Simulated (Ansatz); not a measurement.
Reaction (ligand exchange at the Si–C bond): `COC[SiH2]F` + `B[SiH2]N` → `B[SiH2]N[SiH2]F` + `COC`

Computed with Ansatz on PBE0-D4/def2-TZVP structures; ΔE is electronic, products minus reactants. CBS: MP2 limit from def2 TZ/QZ plus the TZ coupled-cluster correction, frozen cores. DFT in def2-TZVPP. B3LYP here is the variant with VWN-RPA as its local correlation; programs differ in this. One conformer a species, not always the lowest.

**Question.** Is it downhill or uphill in electronic energy at CCSD(T)/CBS, and by how much? (An estimate is asked.)

**Answer.** The calculation gave: Downhill: ΔE = -23.3 kcal/mol.

**Question.** What do these levels give: PBE0-D4, B3LYP-D4, ωB97X-V, PBE, PBE0, B3LYP, HF/def2-TZVPP, MP2/def2-TZVPP, SCS-MP2/def2-TZVPP, CCSD(T)/def2-TZVPP, SCS-MP2/def2-QZVPP, CCSD/CBS(def2)? (Best estimate.)

**Answer.** Computed: PBE0-D4 -22.6, B3LYP-D4 -22.6, ωB97X-V -23.0, PBE -20.9, PBE0 -21.8, B3LYP -21.1, HF/def2-TZVPP -21.0, MP2/def2-TZVPP -24.6, SCS-MP2/def2-TZVPP -23.8, CCSD(T)/def2-TZVPP -23.6, SCS-MP2/def2-QZVPP -23.6, CCSD/CBS(def2) -22.7 kcal/mol.

Largest T1 diagnostic among the species: 0.012.

From PBE to PBE0 (25 % exact exchange), in def2-TZVPP and without D4, ΔE moves by −0.9 kcal/mol. In def2-TZVPP, CCSD(T) changes the Hartree–Fock value by −2.6 kcal/mol (the triples alone add −0.6 kcal/mol) and MP2 by −3.7 kcal/mol. The D4 term adds −1.5 kcal/mol with B3LYP and −0.7 kcal/mol with PBE0; it sums over pairs of atoms, weighted by their polarisabilities, and B3LYP, whose exchange is more repulsive, gets the larger term.
